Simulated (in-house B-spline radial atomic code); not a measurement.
The numbers below are computed, except where a source is named.
# Correlation energy from the adiabatic connection: −Z exp(−kr)/r, Z = 1.46, k = 0.168

Two electrons in a singlet, external potential −Z exp(−kr)/r, Z = 1.46, k = 0.168 (atomic units). Full CI in B-splines (partial waves to l = 8, correlation up to 0.6 % small) with the density held fixed gives W(λ) = <V_ee>_λ − U, and E_c is the integral of W(λ) − W(0) from 0 to 1.

```csv
λ,W(λ) − W(0) (hartree)
0,0.00000
0.02,-0.00203
0.05,-0.00503
0.12,-0.01178
0.25,-0.02347
0.4,-0.03574
0.6,-0.05035
0.8,-0.06326
1,-0.07474
```

Task: Integrate the table by the trapezoid rule.

Result: The strips give -0.00002, -0.00011, -0.00059, -0.00229, -0.00444, -0.00861, -0.01136, -0.01380, which sum to -0.04122 hartree. The direct value, W(1) − W(0) + T_c with T_c = 0.03341, is -0.04132; the curve is convex, so chords lie above it and the trapezoids fall short in size by 0.26 %.

Task: Now use only three numbers: W(0) = -0.66417, the initial slope W'(0) = -0.1024 (extrapolated from the first points) and the strong-coupling limit of the point-charge-plus-continuum model, W∞ = -0.95457. What do second-order theory and the interpolation W(λ) = W∞ + (W(0) − W∞)/√(1 + 2χλ) of Seidl, Perdew and Levy give?

Result: Second order keeps the slope alone: E_c = W'(0)/2 = -0.05120, +24 % in size against -0.04132. Matching the slope fixes χ = W'(0)/(W∞ − W(0)) = -0.1024/(-0.29040) = 0.35262. Integrating, with s = √(1 + 2χ) = 1.305846, E_c = −(W(0) − W∞)(s − 1)/(s + 1) = −0.29040 × 0.305846/2.305846 = -0.03852 hartree, -6.8 % in size against the full result. At λ = 1 the formula gives W − W(0) = -0.06802 against -0.07474. Part of the miss can come from the model's W∞.
